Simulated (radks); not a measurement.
Effect of the nuclear size on neutral fluorine, [He] 2s2 2p5. All-electron calculation, Dirac Kohn-Sham, exchange-only LDA, spin-unpolarised, spherical densities, finite nucleus; open shells fill j = l - 1/2 first; Fermi nuclear charge, rms radius 2.8976 fm. Program: a radial shooting solver on a logarithmic mesh with Libxc functionals. The rms radius is varied about that value; shifts are against it.

rms radius (fm)  total energy shift (eV)  density at nucleus (e/bohr^3)  1s1/2 shift (meV)
2.3326                         -0.000249                          459.4             -0.101
2.7122                        -0.0000874                          458.9             -0.035
2.8976                                 0                          458.8              0.000
3.1845                          0.000146                          458.5              0.059
3.5438                          0.000349                          458.2              0.142

Slopes of the eigenvalues against <r^2> in GHz/fm^2, as finite differences over the two radii next to the reference (eigenvalue slopes, not the field-shift constants of lines): 1s1/2 8.24.
